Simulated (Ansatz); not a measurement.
`C#C[SiH2][AlH2]` + CH₃OH → `CO[SiH2][AlH2]` + `C#C` at 600 K and 1 bar (ligand exchange at the Si–C bond).

Gas-phase electronic energies from Ansatz, PBE0-D4/def2-TZVP geometries. CCSD(T)/CBS adds triple-zeta CCSD(T) − MP2 to the extrapolated MP2 energy (def2 sets, frozen cores). This one scheme is used for every species. One conformer a species, not always the lowest.

```
          species  CCSD(T)/CBS energy (Eh)  H − E (kJ/mol)  S (J/(mol·K))
`C#C[SiH2][AlH2]`               -610.12048           189.9          439.8
            CH₃OH               -115.61712           163.6          277.3
 `CO[SiH2][AlH2]`               -648.52635           255.8          461.3
            `C#C`                -77.22717            96.2          235.4
```

H − E and S are ideal-gas, rigid-rotor, harmonic terms from PBE0-D4/def2-TZVP, for one conformer and one mirror image of each species. 1 Eh = 2625.50 kJ/mol, R = 8.31446 J/(mol·K).

Task: By hand: ΔE, ΔH, ΔS and ΔG.

Result: ΔE = (-648.52635) + (-77.22717) − (-610.12048) − (-115.61712) = -0.01592 Eh = -41.8 kJ/mol. Δ(H − E) = 255.8 + 96.2 − 189.9 − 163.6 = -1.5, so ΔH = -43.3 kJ/mol. ΔS = 461.3 + 235.4 − 439.8 − 277.3 = -20.4 J/(mol·K). ΔG = -43.3 − 600 × (-20.4)/1000 = -31.1 kJ/mol.

Task: By hand: the equilibrium constant, and the temperature at which ΔG would vanish if ΔH and ΔS stayed fixed.

Result: log₁₀ K = −ΔG/(RT ln 10) = 2.7. ΔG = 0 at ΔH/ΔS = 2123 K.

ΔH outweighs TΔS. A doubt of 5 kJ/mol in ΔE shifts log₁₀ K by 0.4 here. Other conformers and mirror images would add mixing entropy, several J/(mol·K) or more a flexible species. Modes under 60 cm⁻¹, often nearly free rotors, make the harmonic entropy too high. These are equilibria of isolated gas molecules and say nothing of rates. Largest T1 diagnostic: 0.013 (customary marks: 0.02 for closed shells, 0.045 for open ones).
